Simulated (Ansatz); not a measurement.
Mulliken charges of CH3ClMoS2, SMILES `[CH3][Mo](=[S])(=[S])[Cl]` from r2SCAN/def2-TZVPP in Ansatz (PBE0-D4/def2-TZVP geometry).

```json
{"atom": "C1", "x (Å)": "-0.901", "y (Å)": "-0.213", "z (Å)": "0.634", "charge (e)": "-0.311"}
{"atom": "Mo2", "x (Å)": "0.773", "y (Å)": "0.168", "z (Å)": "-0.540", "charge (e)": "0.852"}
{"atom": "S3", "x (Å)": "2.168", "y (Å)": "-1.258", "z (Å)": "0.076", "charge (e)": "-0.293"}
{"atom": "S4", "x (Å)": "0.145", "y (Å)": "-0.262", "z (Å)": "-2.484", "charge (e)": "-0.293"}
{"atom": "Cl5", "x (Å)": "1.466", "y (Å)": "2.278", "z (Å)": "-0.267", "charge (e)": "-0.276"}
{"atom": "H6", "x (Å)": "-1.275", "y (Å)": "-1.231", "z (Å)": "0.526", "charge (e)": "0.109"}
{"atom": "H7", "x (Å)": "-0.608", "y (Å)": "-0.036", "z (Å)": "1.674", "charge (e)": "0.106"}
{"atom": "H8", "x (Å)": "-1.674", "y (Å)": "0.498", "z (Å)": "0.325", "charge (e)": "0.106"}
```

By hand: the dipole of these point charges (1 e Å = 4.8032 D).

Σ q r = (-0.524, -0.059, 0.391) e Å, of length 0.656 e Å = 3.15 D.

How does the dipole of the full density compare? (Estimate.)

The calculation gave: (-0.315, 0.021, 0.257) e Å, 1.96 D; the point charges give 1.61 times that, at 8° from its direction.

Point charges leave out the atoms' own dipoles, such as those of lone pairs, and Mulliken's split depends on the basis, so the two needn't agree.
